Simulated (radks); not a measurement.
Spherical quantum dot in the effective-mass picture: electrons in a parabolic well V = omega^2 r^2 / 2 with omega = 0.118, with a point charge +1 (a donor) at the centre, all in effective atomic units (hartree* = m*/eps^2 hartree, bohr* = eps/m* bohr), one dielectric constant everywhere. Method: non-relativistic Kohn-Sham, PBEsol, spin-polarised, spherical densities; computed with a radial shooting solver with Libxc functionals. Levels are named by radial order and angular momentum (1s, 1p, 1d, 2s, ...), and open shells are averaged over m.

N = 26, configuration 1s2 1p6 1d10 2s2 1f(up 6, down 0). This is the lowest configuration that the search found. Occupied levels:

| level | occupation | eigenvalue (hartree*) | <r> (bohr*) |
|---|---|---|---|
| 1s down | 1 | 2.8843 | 2.801 |
| 1s up | 1 | 2.8861 | 2.909 |
| 2s up | 1 | 2.9433 | 8.343 |
| 1p up | 3 | 2.9481 | 8.868 |
| 2s down | 1 | 2.9541 | 8.067 |
| 1p down | 3 | 2.9580 | 8.411 |
| 1d up | 5 | 2.9770 | 9.589 |
| 1d down | 5 | 2.9903 | 9.321 |
| 1f up | 6 | 3.0126 | 10.12 |

Energy (hartree*): total 44.1040, kinetic 2.2109, external 11.313, Hartree 34.314, exchange-correlation -3.7344.
